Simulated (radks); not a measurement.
Excited configurations of Ag11+: one electron is placed in a higher orbital outside [Ar] 3d10 4s2 4p5. The ground configuration is [Kr]. All-electron calculation, Dirac Kohn-Sham, LDA (Slater exchange, Perdew-Wang correlation), spin-unpolarised, spherical densities, finite nucleus; open shells fill j = l - 1/2 first; Fermi nuclear charge, rms radius 4.5454 fm. Program: a radial shooting solver on a logarithmic mesh with Libxc functionals. Excitation = E - E(ground); binding = E(ion) - E, where the ion is the core of charge +12; n* = 12/sqrt(2 binding) in atomic units. These energies are relativistic, and a one-electron ion of charge +12 with no core already has n* below n in this formula (Dirac formula, point nucleus: 4d3/2 3.999, 5s1/2 4.997, 5p1/2 4.997, 5d3/2 4.999, 5f5/2 4.999, 6s1/2 5.997, 6p1/2 5.997, 6d3/2 5.999, 7s1/2 6.997, 7p1/2 6.997, 7d3/2 6.998, 7f5/2 6.999). The quantum defect is therefore taken as that value minus n*, so that it holds no relativistic shift of the bare ion.

outer orbital,excitation (eV),binding (eV),n*,quantum defect,eigenvalue (eV),<r> (bohr)
4d3/2,58.561,213.09,3.032,0.967,-201.57,0.9738
5s1/2,116.80,154.85,3.557,1.440,-148.39,1.615
5p1/2,130.70,140.95,3.728,1.268,-134.89,1.697
5d3/2,155.68,115.97,4.110,0.888,-110.72,1.905
5f5/2,180.36,91.293,4.633,0.367,-86.771,2.176
6s1/2,177.81,93.840,4.569,1.427,-90.269,2.643
6p1/2,184.54,87.109,4.743,1.254,-83.709,2.771
6d3/2,196.89,74.764,5.119,0.879,-71.706,3.071
7s1/2,208.50,63.154,5.570,1.427,-60.852,3.912
7p1/2,212.28,59.371,5.745,1.252,-57.172,4.085
7d3/2,219.32,52.333,6.119,0.880,-50.333,4.479
7f5/2,226.68,44.974,6.600,0.399,-43.166,4.968

The Delta-SCF ionisation energy is 271.65 eV (NIST Atomic Spectra Database: 271.5 eV, semi-empirical). Self-interaction in the functional shifts the binding energies and quantum defects, so they are the method's values and not measured ones. Spin polarisation and multiplet splitting are left out, so open shells lie too high by an amount that depends on their filling.

Beside tabulated values, note that spin-unpolarised runs miss the spin-polarisation part of the exchange energy of open shells.
